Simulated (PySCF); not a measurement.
**An isoelectronic set: 92 electrons**

PBE0 in PySCF with def2-SVP on every atom (core potentials on Hg, Tl), for the lowest determinant that a PBE0 search found; no spin–orbit coupling. All have 92 electrons, 4 of them in the valence shells, and the same state, a singlet (closed shell). For ions De leads to the atom and ion picked by measured ionisation energies and electron affinities.

```csv
species,difference of nuclear charges,Re (Å),ωe (cm⁻¹),k (mdyn/Å),De (eV),dissociates to,Mayer bond order
MgHg,68,3.618,49.7,0.0311,0.05,Mg + Hg,0.24
NaTl,70,3.276,133,0.217,0.73,Na + Tl,1.05
AlHg⁺,67,2.958,137,0.262,0.57,Al⁺ + Hg,0.47
MgTl⁺,69,3.348,122,0.189,n/a,Mg + Tl⁺,0.58
```

(1) Which member of the whole set has the stiffest bond, and how does it compare with the softest?

Closed-shell solutions of metal pairs were not tested for spin polarisation, which can lower them a little. Weak bonds: MgHg. Basis-set superposition, not corrected here, can be much of De in a small basis, most of all at correlated wavefunction levels. Functionals without a dispersion term scatter widely for such bonds, and LDA overbinds them. Spin–orbit coupling is left out, which matters for elements this heavy, above all for dissociation energies. For an ion De counts to the pair picked by the measured ionisation energies or electron affinities, which need not be the lowest pair at this level.

Results:

(1) AlHg⁺ with k = 0.262 mdyn/Å, 8.4 times that of MgHg.
